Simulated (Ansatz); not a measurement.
Computed with Ansatz on PBE0-D4/def2-TZVP structures; ΔE is electronic, products minus reactants. CCSD(T)/CBS is the MP2 limit (def2-TZVPP, def2-QZVPP) plus CCSD(T) − MP2 in def2-TZVPP, frozen cores. This one scheme is used for every species. Functionals use def2-TZVPP. def2 core potentials past Kr. For Hf outer-core shells are correlated without core-valence functions, which leaves a few kJ/mol of doubt a bond. Each species was taken in one conformer, which may not be the lowest.

`CC(C)[O][Hf]([OH])([OH])[F]` + `N[SiH3]` → `[NH2][Hf]([OH])([OH])[F]` + `CC(C)O[SiH3]`  (redistribution)

```
                      species  ωB97X-V energy (Eh)
`CC(C)[O][Hf]([OH])([OH])[F]`           -493.60474
                    `N[SiH3]`           -347.23732
   `[NH2][Hf]([OH])([OH])[F]`           -355.75837
               `CC(C)O[SiH3]`           -485.07033
```

Q: Work out ΔE.

A: ΔE = (-355.75837) + (-485.07033) − (-493.60474) − (-347.23732) = 0.01336 Eh = +35.1 kJ/mol. CCSD(T)/CBS gives +33.8 kJ/mol.

Largest T1 diagnostic among the species: 0.015.
